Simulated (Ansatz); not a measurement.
Two members of one family (Cyclo-(X2SnO)n), computed with Ansatz in the gas phase; def2 core potentials for Sn, no spin–orbit coupling. The two geometries come from different levels. Binding counts from free atoms in the multiplicity of their measured ground term, without zero-point energy. The structures are stationary points that may keep the symmetry of their start.

First: cyclo-(Cl2SnO)3 (singlet, charge 0, PBE-D4/def2-SVP geometry).

```tsv
atom	x (Å)	y (Å)	z (Å)
Sn1	-1.523	-0.201	1.383
Cl2	-3.795	-0.081	0.847
Cl3	-1.232	-0.578	3.672
O4	-0.715	-1.721	0.384
Sn5	0.740	-1.667	-0.973
Cl6	2.511	-2.992	-0.216
Cl7	-0.096	-2.482	-2.997
O8	1.413	0.183	-1.261
Sn9	0.790	1.868	-0.403
Cl10	-0.023	3.296	-2.066
Cl11	2.593	2.845	0.716
O12	-0.665	1.531	0.913
```

```csv
level,HOMO (eV),LUMO (eV),gap (eV),binding per atom (eV)
PBE-D4/def2-SVP,-7.97,-4.87,3.10,3.37
PBE-D4/def2-TZVP,-8.18,-5.00,3.18,3.42
r2SCAN-D4/def2-TZVP,-8.62,-4.91,3.71,3.33
PBE0-D4/def2-SVP,-9.62,-4.17,5.45,3.19
PBE0-D4/def2-TZVP,-9.76,-4.23,5.54,3.26
```

Second: cyclo-(H2SnO)4 (singlet, charge 0, r2SCAN-D4/def2-SVP geometry).

Cartesian coordinates in Å:
```
Sn -0.640 1.800 1.364
H -0.349 3.456 1.684
H -1.828 1.014 2.308
O -0.991 1.704 -0.589
Sn -1.811 0.131 -1.488
H -0.969 -0.118 -2.957
H -3.506 0.360 -1.582
O -1.559 -1.335 -0.172
Sn 0.142 -2.342 0.044
H 0.090 -3.750 -0.933
H 0.401 -2.564 1.723
O 1.489 -1.162 -0.816
Sn 2.308 0.412 0.080
H 3.772 -0.070 0.829
H 2.394 1.674 -1.072
O 1.058 0.790 1.577
```

Q: Estimate the same table for the second.

A: 
| level | HOMO (eV) | LUMO (eV) | gap (eV) | binding per atom (eV) |
| --- | --- | --- | --- | --- |
| PBE-D4/def2-SVP | -6.31 | -1.58 | 4.73 | 2.99 |
| PBE-D4/def2-TZVP | -6.51 | -1.82 | 4.68 | 3.04 |
| r2SCAN-D4/def2-TZVP | -6.85 | -1.56 | 5.28 | 3.01 |
| PBE0-D4/def2-SVP | -7.83 | -0.64 | 7.20 | 2.88 |
| PBE0-D4/def2-TZVP | -7.99 | -0.89 | 7.09 | 2.94 |
